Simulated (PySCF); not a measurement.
## First hyperpolarisability: `FC1=CC2(C=C1)CCC2`, C$_{8}$H$_{9}$F

Geometry:
| atom | x (Å) | y (Å) | z (Å) |
| --- | --- | --- | --- |
| F1 | 3.592 | -1.051 | 0.284 |
| C2 | 2.385 | -0.521 | 0.162 |
| C3 | 1.206 | -1.162 | 0.253 |
| C4 | 0.126 | -0.150 | 0.052 |
| C5 | 0.877 | 1.135 | -0.166 |
| C6 | 2.202 | 0.906 | -0.099 |
| C7 | -0.994 | -0.391 | -1.008 |
| C8 | -2.006 | 0.261 | -0.053 |
| C9 | -1.025 | -0.014 | 1.098 |
| H10 | 1.045 | -2.222 | 0.442 |
| H11 | 0.390 | 2.094 | -0.349 |
| H12 | 3.017 | 1.621 | -0.212 |
| H13 | -0.840 | 0.045 | -2.006 |
| H14 | -1.180 | -1.470 | -1.118 |
| H15 | -3.009 | -0.185 | 0.012 |
| H16 | -2.121 | 1.338 | -0.248 |
| H17 | -0.897 | 0.742 | 1.886 |
| H18 | -1.219 | -0.988 | 1.570 |

Level of theory: PySCF, quadratic response CAM-B3LYP/aug-cc-pVDZ first hyperpolarisability, Taylor convention, gas phase. Geometry: PBE0-D3(BJ)/def2-SVP.

Task: Give β for the processes computed.

Result: In au, Taylor convention; the vector part is βᵢ = ⅓ Σⱼ (βᵢⱼⱼ + βⱼᵢⱼ + βⱼⱼᵢ); β∥ is 3/5 of the vector part along the dipole, the dipole points from − to +:
| process | λ (nm) | β vector norm | β∥ | β HRS | depolarisation ratio |
| --- | --- | --- | --- | --- | --- |
| static β(0;0,0) | ∞ | 129.0 | -76.4 | 54.8 | 4.60 |
| second harmonic β(−2ω;ω,ω) | 1907 | 131.3 | -77.8 | 55.9 | 4.65 |
| Pockels β(−ω;ω,0) | 1907 | 129.8 | -76.9 | – | – |
| second harmonic β(−2ω;ω,ω) | 1064 | 136.8 | -81.0 | 58.1 | 4.83 |
| Pockels β(−ω;ω,0) | 1064 | 131.5 | -77.9 | – | – |

Task: Which lowest excitations, dipole and polarisabilities go with it?

Result: S1 4.74 eV (f = 0.051); S2 5.73 eV (f = 0.000); S3 6.09 eV (f = 0.018); dipole 2.16 D; isotropic α 90.3 au static, 90.6 au at 1907 nm, 91.2 au at 1064 nm, 91.4 au at 953.5 nm, 94.1 au at 532 nm.
